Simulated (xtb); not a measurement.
HNP, charge +1, singlet, geometry from GFN2-xTB. Base run: xtb with GFN2-xTB.

xtb was given this input:
```
$ xtb mol.xyz --gfn 2 --chrg 1 --json

# file mol.xyz
3

N     -0.00000000    -0.00000000    -0.90424315
P      0.00000000     0.00000000     0.54908681
H     -0.00000000    -0.00000000    -1.90660012
```

Each row names what was changed in the base input (with any setting that the change needs).

| change | ΔE vs base (kJ/mol) | HOMO-LUMO gap (eV) | G_solv (kcal/mol) | SCF cycles |
|---|---|---|---|---|
| base | 0.00 | 4.97 | - | 13 |
| gbsa = acetonitrile | … | … | … | 11 |
| etemp = 5000 | -1.11 | 4.98 | - | 13 |
| alpb = dmf | -231.8 | 4.89 | -56.56 | 11 |
| etemp = 10000 | … | … | - | 12 |
| file = coord | 0.00 | 4.97 | - | 13 |
| alpb = ch2cl2 | -230.0 | 4.93 | -55.10 | 11 |
| etemp = 3000 | -0.01 | 4.97 | - | 13 |

**Question.** Some entries are withheld; supply them.

**Answer.** 
- gbsa = acetonitrile, ΔE vs base (kJ/mol): -246.3
- gbsa = acetonitrile, HOMO-LUMO gap (eV): 4.91
- gbsa = acetonitrile, G_solv (kcal/mol): -59.18
- etemp = 10000, ΔE vs base (kJ/mol): -39.8
- etemp = 10000, HOMO-LUMO gap (eV): 5.11

ALPB and GBSA are two models with their own fitted parameters for each solvent, which aren't always the measured dielectric constant.
